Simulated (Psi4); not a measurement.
C$_{3}$H$_{11}$Si$_{3}$, doublet, geometry from GFN2-xTB; SCS-MP2/STO-3G (Psi4 1.11).

The Psi4 input:
```
memory 2 GB

molecule mol {
0 2
C     1.513802    0.818092    0.505398
Si    1.637543   -0.926619   -0.130141
C    -0.041289   -1.750018    0.213746
Si   -1.560546   -0.844471   -0.488723
C    -1.261094    1.026719   -0.654965
Si   -0.074024    1.782017    0.622713
H     2.423279    1.303585    0.829845
H     2.728814   -1.651153    0.543360
H     1.906347   -0.942578   -1.579820
H    -0.029209   -2.770137   -0.166920
H    -0.160416   -1.836410    1.293727
H    -1.890535   -1.396516   -1.813823
H    -2.711497   -1.078561    0.399958
H    -2.218685    1.543355   -0.612399
H    -0.859049    1.224678   -1.648597
H     0.161526    3.209484    0.344748
H    -0.660722    1.672524    1.970968
}

set {
  basis sto-3g
  reference uhf
}

energy('scs-mp2')
print_variables()
```

Task: Write the output that Psi4 gives for this input, abridged.

Result: 
```
   => Loading Basis Set <=

    Name: STO-3G
    Role: ORBITAL
    Keyword: BASIS

         ---------------------------------------------------------
                                   SCF
               by Justin Turney, Rob Parrish, Andy Simmonett
                          and Daniel G. A. Smith
                              UHF Reference
         ---------------------------------------------------------

  ==> Geometry <==

    Molecular point group: c1
    Full point group: C1

    Geometry (in Angstrom), charge = 0, multiplicity = 2:

       Center              X                  Y                   Z               Mass
    ------------   -----------------  -----------------  -----------------  -----------------
         C            1.503881105009     0.812628250135     0.502074432441    12.000000000000
         SI           1.627622105009    -0.932082749865    -0.133464567559    27.976926534650
         C           -0.051209894991    -1.755481749865     0.210422432441    12.000000000000
         SI          -1.570466894991    -0.849934749865    -0.492046567559    27.976926534650
         C           -1.271014894991     1.021255250135    -0.658288567559    12.000000000000
         SI          -0.083944894991     1.776553250135     0.619389432441    27.976926534650
         H            2.413358105009     1.298121250135     0.826521432441     1.007825032230
         H            2.718893105009    -1.656616749865     0.540036432441     1.007825032230
         H            1.896426105009    -0.948041749865    -1.583143567559     1.007825032230
         H           -0.039129894991    -2.775600749865    -0.170243567559     1.007825032230
         H           -0.170336894991    -1.841873749865     1.290403432441     1.007825032230
         H           -1.900455894991    -1.401979749865    -1.817146567559     1.007825032230
         H           -2.721417894991    -1.084024749865     0.396634432441     1.007825032230
         H           -2.228605894991     1.537891250135    -0.615722567559     1.007825032230
         H           -0.868969894991     1.219214250135    -1.651920567559     1.007825032230
         H            0.151605105009     3.204020250135     0.341424432441     1.007825032230
         H           -0.670642894991     1.667060250135     1.967644432441     1.007825032230

  Running in c1 symmetry.

  Rotational constants: A =      0.06583  B =      0.06392  C =      0.03604 [cm^-1]
[...]
  @UHF Final Energy:  -975.48180438792656
    Total Energy =                       -975.4818043879265588
  DIE_IF_NOT_CONVERGED          => (empty)
[...]
  WFN                           => (empty)
  WFN_TYPE                      => OMP2            !
  WRITER_FILE_LABEL             => (empty)
  ZORA_BASIS_TOLERANCE          => (empty)
  ZORA_NR_DEBUG                 => (empty)
  ZORA_PRUNING_SCHEME           => (empty)
  ZORA_RADIAL_POINTS            => (empty)
  ZORA_SPHERICAL_POINTS         => (empty)

 ==============================================================================
 ==============================================================================
 ==============================================================================

                             MP2
                    Program Written by Ugur Bozkaya,
              Additional Contributions by J. P. Misiewicz

 ==============================================================================
 ==============================================================================
 ==============================================================================

	MO spaces per irreps...

	IRREP   FC   AOCC  BOCC  AVIR    BVIR  FV
	==========================================
	   A     0    36    35    17     18     0
	==========================================

	Computing MP2 energy using SCF MOs (Canonical MP2)...
	==============================================================================
	Nuclear Repulsion Energy (a.u.)    :   432.66378605452621
	SCF Energy (a.u.)                  :  -975.48180438792656
	REF Energy (a.u.)                  :  -975.48180438792656
	Alpha-Alpha Contribution (a.u.)    :    -0.01630022665222
	Alpha-Beta Contribution (a.u.)     :    -0.23707338906259
	Beta-Beta Contribution (a.u.)      :    -0.01586323378919
	Scaled_SS Correlation Energy (a.u.):    -0.01072115348047
	Scaled_OS Correlation Energy (a.u.):    -0.28448806687510
	SCS-MP2 Total Energy (a.u.)        :  -975.77701360828223
	SOS-MP2 Total Energy (a.u.)        :  -975.76629245480171
	SCSN-MP2 Total Energy (a.u.)       :  -975.53841207830339
	SCS-MP2-VDW Total Energy (a.u.)    :  -975.80134005614730
	SOS-PI-MP2 Total Energy (a.u.)     :  -975.81370713261413
	MP2 Correlation Energy (a.u.)      :    -0.26923684950399
	MP2 Total Energy (a.u.)            :  -975.75104123743051
	==============================================================================

  Variable Map:
  ----------------------------------------------------------------------------
[...]
  Array Variable Map:
  ----------------------------------------------------------------------------
[...]
[...]
```
